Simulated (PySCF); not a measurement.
**Static response to an electric field**

Species: C3H7FPSi (charge +1).
Numbering: `[CH3:1][P@H+:2]1[C:3]([F:4])=[C:5]1[SiH3:6]` (hydrogens: H7, H8, H9 on C1; H10 on P2; H11, H12, H13 on Si6)

Cartesian coordinates in Å at the GFN2-xTB level; atoms count from 1:
```xyz
13
C3H7FPSi angstrom
C     -2.0525   -1.0334    0.3603
P     -1.0696    0.1478   -0.6043
C     -0.1749    1.5035    0.1200
F     -0.2935    2.6928    0.6146
C      0.6564    0.4968   -0.1473
Si     2.5291    0.0166   -0.0290
H     -1.8974   -2.0431   -0.0249
H     -1.7368   -0.9893    1.4042
H     -3.1137   -0.7851    0.2893
H     -1.3502    0.2006   -1.9558
H      3.0060    0.3004   -1.3773
H      2.4729   -1.4010    0.3090
H      3.0197    0.8938    1.0236
```

Level: CAM-B3LYP/def2-SVPD (PySCF), static field, nuclei fixed, core orbitals frozen in the response. The polarisability tensor in these axes (au):

```
x   97.48  5.29  2.02
y    5.29 76.14  2.37
z    2.02  2.37 64.79
```

**Question.** Diagonalise the tensor; give its mean and Δα, where Δα² is half the sum of the squared differences of the eigenvalues.

**Answer.** Principal values 64.28, 75.22 and 98.90 au; mean 79.47 au = 11.78 Å³ = 13.10 × 10⁻⁴⁰ C²·m²/J; Δα = 30.65 au (39 % of the mean).

**Question.** Along which axes do the principal values lie, and how far do the nuclei extend along each?

**Answer.** Largest value along (0.97, 0.23, 0.07), where the nuclei span 6.39 Å; middle along (-0.24, 0.96, 0.17), 4.63 Å; least along (-0.03, -0.18, 0.98), 3.53 Å. The response follows the extents in order.

**Question.** In TDDFT the mean static polarisability is Σ f/ω² over all singlet excitations (ω in hartree). How much of it do the 8 lowest give? Their energies (eV) and oscillator strengths: 6.21, 0.0021; 6.41, 0.0022; 6.89, 0.1982; 7.25, 0.1150; 7.51, 0.0078; 7.88, 0.0280; 8.02, 0.1106; 8.24, 0.0095.

**Answer.** They add up to 6.61 au, 8.3 % of the 79.47 au; the largest single term is 3.09 au, from the state at 6.89 eV. Terms in order: 0.04, 0.04, 3.09, 1.62, 0.10, 0.33, 1.27, 0.10 au. Higher excitations give the rest. The strengths listed sum to 0.473.

**Question.** Rayleigh depolarisation ratio (linearly polarised light, static tensor)?

**Answer.** ρ = 3Δα²/(45ᾱ² + 4Δα²) = 2819.0/(284181 + 3758.7) = 0.00979.

**Question.** Give the eigenvalues of the traceless quadrupole moment Θ = ½Σq(3rr − r²1), origin at the centre of nuclear charge.

**Answer.** -10.91, -8.24, 19.15 D·Å. The values depend on the origin, since the species is charged. The electronic extent ⟨r²⟩ about the same centre is 1079 bohr², a root-mean-square distance of 2.21 Å for the 62 electrons.

Geometry: GFN2-xTB; no solvent, vibrations or thermal averaging.
